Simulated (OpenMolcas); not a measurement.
## Cr4+: the spin-orbit constant, worked from levels

```json
{
  "Program": "OpenMolcas 26.06",
  "Basis": "ANO-RCC-VQZP [7s6p4d3f2g1h]",
  "Scalar Hamiltonian": "DKH2, point nucleus",
  "Active space": "2 electrons in 10 orbitals (3d 4d)",
  "State averaging": "2S+1 = 3 even, 10 roots; 2S+1 = 1 even, 15 roots",
  "Spin-orbit coupling": "state interaction with AMFI integrals over the reference wave functions, term energies averaged over their components"
}
```

Methods: CASSCF; SS-CASPT2, IPEA 0.25 Eh, imaginary shift 0.1 Eh (closed shells correlated: 3s 3p). Measured levels: Sugar and Corliss, J. Phys. Chem. Ref. Data 6, 317 (1977).

**The spin-orbit constant.** For the Hund term 3F of d2, E(J) = (A/2) J(J+1) + constant and ζ = 2S·A = 2A. From J = 2 to J = 4 the energy changes by 7 A.

```json
{"Source": "CASSCF", "E(4) - E(2)": "1152.0", "A": "164.6", "ζ": "329"}
{"Source": "SS-CASPT2", "E(4) - E(2)": "1155.3", "A": "165.0", "ζ": "330"}
{"Source": "measured", "E(4) - E(2)": "1141.7", "A": "163.1", "ζ": "326"}
```

All in cm-1. SS-CASPT2 is off by +1.2 % and CASSCF by +0.9 %. Both methods take the spin-orbit matrix elements from the reference wave functions, so the second can move ζ only through the term energies and any multistate remixing. Second-order mixing with other terms is absorbed into this ζ.

CASPT2 does not keep the components of a term degenerate, so their means are used; among the terms shown or strongly mixed into the levels shown the widest spread is 930 cm-1 (3d2 3F, SS-CASPT2). Active for correlation alone: 4d; no level in the range computed is led by a configuration that fills it, so any true level of that kind is missing. Without dynamic correlation excited terms often stand tens of per cent too high (terms of higher spin than the ground term too low), and those without a measured partner can miss by more than the paired ones (holds for CASSCF). Computed and measured levels are paired by configuration, term and J; levels that our copy of the source lacks, or whose pairing is in doubt (as where it misses far off the trend of its configuration), stay unpaired and out of the deviations. Levels of configurations outside the active space are missing.
